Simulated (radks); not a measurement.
Results of a calculation; reference values are marked as such.
The lutetium ion Lu13+ is in [Kr] 4d10 4f10 5s2. Level of theory: scalar-relativistic Kohn-Sham, r2SCAN, spin-polarised, spherical densities, finite nucleus; meta-GGA in the generalised Kohn-Sham scheme; Fermi nuclear charge, rms radius of each element as measured or else 0.836 A^(1/3) + 0.57 fm (a radial shooting solver on a logarithmic mesh with Libxc functionals). Open shells are filled with parallel spins first. One electron is removed from 4f, 5s, 4p, 4d in turn, with full relaxation. Which removal costs least, and what does each cost?

Answer. 4f 282.06 eV; 5s 295.03 eV; 4d 474.52 eV; 4p 646.55 eV. The 4f electron leaves first.
